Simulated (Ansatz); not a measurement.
The cluster Mn3⁻, relaxed as a multiplicity 13 with UKS PBE0-D4/def2-TZVPD in Ansatz, starting from the GFN2-xTB geometry. Force threshold 0.02 eV/Å.

The charge -1 multiplicity 13 is spin-contaminated (final ⟨S²⟩ up to 43.77, 42.00 for a pure state). The highest occupied level of the charge -1 multiplicity 13 lies above zero (up to 0.08 eV). Its loss leaves the charge 0 multiplicity 14, which lies 0.90 eV higher (vertical, at PBE0-D4/def2-TZVPD), but this difference is unsure: the multiplicity 14 is doubtful (geometry relaxed on an unsound state). The relaxation made no stability test and no search for a lower SCF solution. The structure comes from a short search, and lower isomers may exist.

Start:

```
atom    x (Å)    y (Å)    z (Å)
 Mn1   0.7109  -0.2901   1.0304
 Mn2   0.4719   0.7661  -0.8693
 Mn3  -1.1828  -0.4760  -0.1611
```

Problem. Estimate the energy that the relaxation releases and the steps that it takes.

Solution. 162.2 kJ/mol, in 13 steps; 77 s on 4 threads of Arm Neoverse V2 on a shared host. The force fell under the threshold at step 6, but the optimiser went on. No frequencies were taken in this run, so the end may be a saddle point.

Problem. Does the start keep its bonding and symmetry?

Solution. By distances, no bond broke or formed. The bond that changes most is Mn2–Mn3, from 2.19 to 2.68 Å (atoms count from 1). Point group C2v at the start, Cs at the end, both within 0.05 Å.

Problem. Predict the relaxed structure.

Solution. 
```xyz
3

Mn    0.857   -0.319    1.193
Mn    0.603    0.912   -1.003
Mn   -1.460   -0.593   -0.190
```
Bond lengths (bridged metal pairs left out): 3 × Mn–Mn 2.53 to 2.71 Å.
